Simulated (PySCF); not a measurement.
**Electronic structure of I²⁺ (iodine, charge +2) at the UHF level**

Configuration: [Kr] 4d10 5s2 5p3, high-spin 4S determinant. Calculation: PySCF 2.14, in x2c-SVPall; the spin-free X2C one-electron Hamiltonian (Gaussian nucleus).

```json
{"Total energy": "-7110.890907 hartree", "One-electron energy": "-9709.7405 hartree", "Hartree (Coulomb) energy": "2778.5984 hartree", "Exchange energy": "-179.7488 hartree", "⟨S²⟩": "3.7511", "⟨L²⟩": "0.000", "Sum of ⟨r⟩": "32.22 bohr", "Sum of ⟨r²⟩": "42.56 bohr²", "Langevin diamagnetic susceptibility": "-33.7 ×10⁻⁶ cm³/mol", "Time after the integrals": "0.06 s of wall time on 1 thread of Neoverse-V2 (shared host)"}
```

| shell | electrons | mean orbital energy (hartree) | rms radius, mean of both spins (bohr) |
| --- | --- | --- | --- |
| 1s α | 1 | -1225.64642 | 0.0312 |
| 1s β | 1 | -1225.63800 | 0.0312 |
| 2s α | 1 | -193.68514 | 0.127 |
| 2s β | 1 | -193.68089 | 0.127 |
| 2p α | 3 | -173.84927 | 0.113 |
| 2p β | 3 | -173.84073 | 0.113 |
| 3s α | 1 | -41.30599 | 0.334 |
| 3s β | 1 | -41.29582 | 0.334 |
| 3p α | 3 | -34.69911 | 0.334 |
| 3p β | 3 | -34.68494 | 0.334 |
| 3d α | 5 | -24.74179 | 0.313 |
| 3d β | 5 | -24.73543 | 0.313 |
| 4s α | 1 | -8.54082 | 0.788 |
| 4s β | 1 | -8.51266 | 0.788 |
| 4p α | 3 | -6.36832 | 0.845 |
| 4p β | 3 | -6.33643 | 0.845 |
| 4d α | 5 | -3.07425 | 0.995 |
| 4d β | 5 | -3.04983 | 0.995 |
| 5s α | 1 | -1.66989 | 2.02 |
| 5s β | 1 | -1.37548 | 2.02 |
| 5p α | 3 | -1.11575 | 2.38 |

Densities and radii are taken from the X2C orbitals without a picture-change correction, which distorts them close to the nucleus.
